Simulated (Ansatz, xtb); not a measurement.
## Relaxing a trial structure of Al2ClFH4Si

The starting geometry of this gas-phase singlet was built from a drawn formula by distance geometry and a force field; its bonds are those of `[F][AlH][AlH][SiH2]Cl`.

```xyz
9

Al    3.8987    1.2725   -1.2671
Al    1.4622    1.3851   -0.8332
Cl    0.2092    0.1550   -4.0192
F     4.5312    0.0715   -2.4422
Si    0.0048   -0.0606   -1.9622
H     4.9161    2.2722   -0.5399
H     0.8532    2.4737    0.1746
H    -1.4079    0.1669   -1.5384
H     0.3141   -1.4854   -1.6000
```

Problem. Where would you expect an optimisation with r2SCAN-D4/def2-SVP to take it?

Solution. A new bond forms, giving a structure with Cl3 bridging Si5 and Al2, given below by its coordinates. Contacts that close: Al2–Cl3 (3.64 → 2.50 Å).

The energy falls by 0.59 eV over 30 steps:

```
step  E − E(last) (eV)
   1             0.589
   4             0.204
   7             0.172
  11             0.059
  14             0.004
  17             0.001
  20             0.000
  24             0.000
  27             0.000
  30             0.000
```

Final geometry (Å):

```xyz
9

Al    3.8730    1.1834   -1.3107
Al    1.3705    1.6241   -0.9374
Cl    0.4265    1.1482   -3.2076
F     4.1854   -0.1751   -2.2446
Si    0.0503   -0.3079   -1.5500
H     5.1810    1.9332   -0.8011
H     0.5488    2.8523   -0.3523
H    -1.4407   -0.4140   -1.5349
H     0.5869   -1.5935   -2.0890
```

From the same start GFN2-xTB ends elsewhere, differing in Cl3–Si5 (2.64 against 2.24 Å here).

The end wasn't checked by frequencies. Run with Ansatz 0.2.0, 100 s on 1 thread of Intel(R) Xeon(R) 6975P-C (Granite Rapids), with other jobs on the host.
